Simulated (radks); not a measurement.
Valence configurations of N3+ (all share [He]). Calculated with a radial shooting solver on a logarithmic mesh with Libxc functionals: Dirac Kohn-Sham, LDA (Slater exchange, Perdew-Wang correlation), spin-unpolarised, spherical densities, finite nucleus; open shells are shared between the two j in proportion to 2j + 1; Fermi nuclear charge, rms radius 2.5582 fm. Energies are relative to 2s2; eigenvalues in eV.

| valence | E (eV) | e(2p1/2) | e(2p3/2) | e(2s1/2) |
|---|---|---|---|---|
| 2s2 | 0.000 | - | - | -67.793 |
| 2s1.5 2p0.5 | 5.346 | -56.739 | -56.703 | -67.437 |
| 2s1 2p1 | 10.722 | -56.332 | -56.296 | -67.091 |
| 2s0.5 2p1.5 | 16.129 | -55.935 | -55.899 | -66.756 |
| 2p2 | 21.567 | -55.550 | -55.514 | - |

NIST lists [He] 2s2 as the ground configuration; this level of theory agrees among the configurations tried. The energies are those of spherical spin-averaged densities, not of single terms.
